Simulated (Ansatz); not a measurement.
CH$_{5}$FN$_{2}$SSi, SMILES `N=C(F)S[SiH2]N` at its PBE0-D4/def2-TZVP geometry, where that method's forces vanish. Charge 0, multiplicity 1.

| atom | x (Å) | y (Å) | z (Å) |
| --- | --- | --- | --- |
| N1 | 2.601 | -0.866 | -1.635 |
| C2 | 1.687 | -0.631 | -0.823 |
| F3 | 1.722 | -1.045 | 0.470 |
| S4 | 0.235 | 0.256 | -1.215 |
| Si5 | -0.820 | 0.218 | 0.691 |
| N6 | -2.295 | 1.049 | 0.502 |
| H7 | 3.360 | -1.396 | -1.211 |
| H8 | 0.002 | 0.916 | 1.704 |
| H9 | -1.098 | -1.188 | 1.052 |
| H10 | -2.325 | 2.055 | 0.456 |
| H11 | -3.069 | 0.632 | 0.011 |

For each bond, give half the difference of the two atoms' forces along it (eV/Å; positive pushes the atoms apart) under PBE-D4, r2SCAN-D4, B3LYP-D4, ωB97M-V in def2-TZVPP. (Estimate.)

Computed: 
```
  bond  length (Å)  PBE-D4  r2SCAN-D4  B3LYP-D4  ωB97M-V
 N1–C2       1.244    0.59       0.20     -0.01    -0.10
 N1–H7       1.017    0.15      -0.04     -0.07    -0.04
 C2–F3       1.358    0.58       0.37      0.40     0.20
 C2–S4       1.746   -0.12      -0.08      0.05     0.13
S4–Si5       2.179    0.05       0.04      0.15     0.05
Si5–N6       1.704    0.11       0.00      0.09     0.13
Si5–H8       1.479    0.05      -0.03     -0.12    -0.17
Si5–H9       1.479    0.05      -0.03     -0.12    -0.17
N6–H10       1.007    0.19       0.02     -0.02    -0.03
N6–H11       1.007    0.19       0.02     -0.02    -0.03
```

B3LYP here is the variant with VWN-RPA as its local correlation; programs differ in this.
